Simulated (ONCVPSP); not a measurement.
## Mn: excitation energies, all-electron against ONCV

manganese (Mn), optimised norm-conserving Vanderbilt (ONCV), made with ONCVPSP 4.0.1 (PBE, fully relativistic). Core [Ne], reference 3s2 3p6 3d5 4s2. Waves: 3s+4s: rc 1.50 bohr, ncon 4, nbas 7, qcut 6.5 1/bohr, 2 projectors; 3p: rc 0.85 bohr, ncon 4, nbas 9, qcut 9.9 1/bohr, 2 projectors, debl 2.1 Ha; 3d: rc 1.65 bohr, ncon 3, nbas 8, qcut 8.6 1/bohr, 2 projectors, debl 3.6 Ha. Local part: polynomial inside 0.85 bohr (lpopt 1, dvloc0 0 Ha). Core correction: Teter function, fcfact 3.5, rcfact 1.45.

Open shells are filled in proportion to 2j + 1.

Energies are relative to the spin-unpolarised reference configuration 3s2 3p6 3d5 4s2; without spin polarisation the order of configurations can differ from experiment.

| valence configuration | charge | ΔE all-electron (eV) | error AE − PS (meV) |
| --- | --- | --- | --- |
| 3s2 3p6 3d5 4s1 | +1 | 8.416 | +1.4 |
| 3s2 3p6 3d4 4s0 | +3 | 56.534 | +47 |

(1) What are ΔE and the potential's error for 3s2 3p6 3d5 4s0?

(2) What are ΔE and the potential's error for 3s2 3p6 3d5 4s1 4p1?

Levels in the configuration 3s2 3p6 3d5 4s1:

| level | all-electron (eV) | pseudo (eV) |
| --- | --- | --- |
| 3s j=1/2 | -94.085 | -94.118 |
| 3p j=3/2 | -62.399 | -62.416 |
| 3p j=1/2 | -63.667 | -63.682 |
| 3d j=5/2 | -14.860 | -14.880 |
| 3d j=3/2 | -14.980 | -15.001 |
| 4s j=1/2 | -11.877 | -11.874 |

Results:

(1) ΔE = 24.015 eV all-electron; the error (AE − PS) is +4.6 meV.

(2) ΔE = 3.857 eV all-electron; the error (AE − PS) is +0.1 meV.
